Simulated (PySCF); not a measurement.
H$_{6}$F$_{3}$NSi$_{3}$, singlet, at a GFN2-xTB geometry, atoms displaced at random by about 0.03 Å a coordinate. Base run: R2SCAN/STO-3G, gradient (PySCF).

PySCF was given this input:
```python
from pyscf import gto, scf, dft

mol = gto.M(
    atom='''
Si    1.47107001    0.18655510    0.53305391
F     1.41560886   -0.57652794    1.88727521
F     3.01669080    0.11368482    0.13920549
F     1.30889986    1.76105871    0.87891138
Si   -0.14909141   -0.43553424   -0.91995443
Si   -2.27933817   -0.13175038   -0.24399160
N    -3.63466646   -0.61715660   -1.34461782
H     0.10635204    0.29219450   -2.29028582
H     0.16591837   -1.81327545   -1.33164907
H    -2.56915984   -0.94674403    0.90257656
H    -2.63652140    1.25504378   -0.00644790
H    -3.70034630   -0.01473515   -2.19075199
H    -3.70730378   -1.53469091   -1.56058024
''',
    basis='sto-3g',
    verbose=4,
)

mf = dft.RKS(mol)
mf.xc = 'r2scan'
mf.kernel()
g = mf.nuc_grad_method()
grad = g.kernel()
```

The coordinate followed is x of atom 7.

Each row names what was changed in the base input (with any setting that the change needs).

```json
[
 {"change": "base", "dE/dx (Eh/bohr)": "-0.030115", "net force (Eh/bohr)": "0.006212"},
 {"change": "grids.level = 1; grid_response = off", "dE/dx (Eh/bohr)": "-0.033765", "net force (Eh/bohr)": "0.008550"},
 {"change": "grids.level = 0; grid_response = on", "dE/dx (Eh/bohr)": "-0.030676", "net force (Eh/bohr)": "0.000000"},
 {"change": "grids.level = 0; grid_response = off", "dE/dx (Eh/bohr)": "-0.055499", "net force (Eh/bohr)": "0.089305"},
 {"change": "finite difference step (bohr) = 0.05; conv_tol = 1e-11", "dE/dx (Eh/bohr)": "-0.029078", "net force (Eh/bohr)": "-"},
 {"change": "density fitting = on; auxbasis_response = off", "dE/dx (Eh/bohr)": "-0.028881", "net force (Eh/bohr)": "0.009311"},
 {"change": "finite difference step (bohr) = 0.2; conv_tol = 1e-11", "dE/dx (Eh/bohr)": "-0.026301", "net force (Eh/bohr)": "-"},
 {"change": "grids.level = 5; grid_response = off", "dE/dx (Eh/bohr)": "-0.029117", "net force (Eh/bohr)": "0.001428"},
 {"change": "grid_response = on", "dE/dx (Eh/bohr)": "-0.029264", "net force (Eh/bohr)": "0.000000"},
 {"change": "finite difference step (bohr) = 0.01; conv_tol = 1e-11", "dE/dx (Eh/bohr)": "-0.029257", "net force (Eh/bohr)": "-"},
 {"change": "density fitting = on", "dE/dx (Eh/bohr)": "-0.030115", "net force (Eh/bohr)": "0.006211"},
 {"change": "grids.level = 5; grid_response = on", "dE/dx (Eh/bohr)": "-0.029289", "net force (Eh/bohr)": "0.000000"}
]
```

The net force is zero for an exact gradient.
